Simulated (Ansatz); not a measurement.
`[CH2][SbH][CH3]`• → 2 C• + 6 H• + Sb•  (atomization)

Gas-phase electronic energies from Ansatz, PBE0-D4/def2-TZVP geometries. CCSD(T)/CBS adds triple-zeta CCSD(T) − MP2 to the extrapolated MP2 energy (def2 sets, frozen cores). This one scheme is used for every species, atoms too. Functionals use def2-TZVPP. No spin–orbit coupling; open shells (•) take unrestricted orbitals. Spin–orbit coupling would lower the free atoms: a little for C. Elements past krypton have def2 core potentials. Bonds to Sb are less sure, by a few kJ/mol each and by 10 to 20 or more in all where they break to atoms, as the def2 sets lack core-valence functions.

CCSD(T)/CBS gives +2877.5 kJ/mol.

Task: Another level gave +2766.2 kJ/mol. Which?
A. CCSD/def2-TZVPP
B. BLYP/def2-TZVPP
C. r2SCAN/def2-TZVPP
D. PBE-QIDH/def2-TZVPP

Result: A. CCSD/def2-TZVPP 2766.2, r2SCAN 2880.6, PBE-QIDH 2842.3, BLYP 2850.3 kJ/mol.

Largest T1 diagnostic among the species: 0.015.

At CCSD(T), def2-SVP lies −196.0 kJ/mol from the extrapolated value and def2-TZVPP −74.3 kJ/mol: correlation converges slowly with the basis, and small sets miss more of it in the bonded molecule than in its fragments. Leaving LDA and LC-ωPBE aside and taking each functional with its dispersion term where it has one, the values, not all of them listed here, spread over 97.6 kJ/mol, from BHLYP-D4 to PBE-D4. LDA lies +362.6 kJ/mol from PBE without D4, its usual overbinding.

For atomizations the MP2-based limit and the directly extrapolated one differ by several kJ/mol either way, and by 10 to 25 for some Ge, Se and Sn compounds, so smaller differences from it don't rank the levels.
